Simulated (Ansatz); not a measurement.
Cost and result for the atomization energy of CH$_{7}$AsOSi (`CO[AsH][SiH3]`) (11 atoms, 10 bonds).

```xyz
11

C     0.904    0.777   -1.857
O     0.188    0.024   -0.906
As   -0.176    0.895    0.637
Si   -1.174   -1.017    1.624
H     0.916    0.203   -2.786
H     1.941    0.950   -1.542
H     0.435    1.750   -2.055
H     1.153    0.606    1.357
H    -2.513   -1.230    1.017
H    -0.337   -2.228    1.438
H    -1.338   -0.730    3.075
```

Total charge 0; spin multiplicity 1. Correlated methods include outer-core shells of As, which these sets cover unevenly. Scalar relativity is left out up to krypton. The geometry is a stationary point of PBE0-D4/def2-TZVP. It is one conformer, not always the lowest. Program: Ansatz. Hardware: A = 2 threads of a server CPU on a shared host; B = 2 threads of an AMD EPYC 7R13 on a shared host and a share of an NVIDIA H100 80 GB. Times are those of one run each, without the atoms' runs, and a repeat can differ threefold. Electronic energies, without spin–orbit coupling; frozen cores. CCSD(T)/CBS adds CCSD(T) − MP2 in def2-TZVPP to the MP2 limit, and its time is that of the two runs behind it. T1 = 0.012. With those shells the extrapolation isn't a true limit. B3LYP takes the VWN-RPA correlation (the form of Gaussian; ORCA's B3LYP/G). HSE06 is the plane-wave form, built on full-range PBE exchange.

CCSD(T)/CBS is a level of theory with its own doubt, some kJ/mol a heavy atom from the limit and from the frozen cores, so smaller differences don't rank the functionals.

```
                                level  functions  wall time  atomization (kcal/mol)  difference from CCSD(T)/CBS  per bond
           LDA (SPW92)/def2-TZVPP [A]        250      3.5 s                   947.3                        118.2      11.8
  PBE-D4/def2-TZVPP (with forces) [A]        250      5.5 s                   836.8                          7.7       0.8
                   MP2/def2-QZVPP [B]        483      5.5 s                   820.2                         -8.9      -0.9
               CCSD(T)/def2-TZVPP [B]        250        6 s                   806.8                        -22.3      -2.2
               PBE0-D4/def2-TZVPP [A]        250        8 s                   822.2                         -6.9      -0.7
              BHLYP-D4/def2-TZVPP [A]        250       10 s                   808.5                        -20.6      -2.1
B3LYP-D4/def2-TZVPP (with forces) [A]        250       11 s                   831.7                          2.6       0.3
              HSE06-D4/def2-TZVPP [A]        250       11 s                   822.4                         -6.7      -0.7
                    CCSD(T)/CBS(def2)          –       12 s                   829.1                          0.0       0.0
                B2PLYP/def2-TZVPP [A]        250       14 s                   818.4                        -10.7      -1.1
              PBE-QIDH/def2-TZVPP [A]        250       14 s                   814.9                        -14.2      -1.4
                 CCSD(T)/def2-SVP [A]        113       20 s                   769.4                        -59.7      -6.0
 ωB97M-V/def2-TZVPP (with forces) [A]        250       27 s                   829.3                          0.2       0.0
```

In def2-TZVPP, CCSD(T) changes the Hartree–Fock value by +222.3 kcal/mol (the triples alone add +11.5 kcal/mol) and MP2 by +222.3 kcal/mol; breaking electron pairs costs correlation energy, which Hartree–Fock lacks. From r2SCAN to r2SCAN0 (25 % exact exchange), in def2-TZVPP and without D4, the atomization energy moves by −13.8 kcal/mol: exact exchange takes away binding that semilocal exchange gives to molecules. At CCSD(T), def2-SVP lies −59.7 kcal/mol from the extrapolated value and def2-TZVPP −22.3 kcal/mol: correlation converges slowly with the basis, and small sets miss more of it in the bonded molecule than in its fragments.
